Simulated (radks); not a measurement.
The mean radii <r> (bohr) of the occupied orbitals of an atom or ion are listed with their occupations. Calculated with a radial shooting solver on a logarithmic mesh with Libxc functionals: Dirac Kohn-Sham, PBE, spin-unpolarised, spherical densities, point nucleus.

orbital  occ.      <r>
1s1/2       2  0.01803
2s1/2       2  0.07485
2p1/2       2  0.06185
2p3/2       4  0.06967
3s1/2       2   0.1832
3p1/2       2   0.1722
3p3/2       3   0.1841

Name the element and its charge. Open shells, if any, fill j = l - 1/2 first.

Answer. Z = 75, rhenium, charge +58: Re58+ in [Ne] 3s2 3p5. The 1s radius gives Z: for a bare nucleus <r> = (2 gamma + 1)/(2Z) with gamma = sqrt(1 - (Z/c)^2), 0.01783 bohr for Z = 75, and screening makes it slightly larger (0.01803 here). The occupations add up to 17, and the charge is Z minus that.
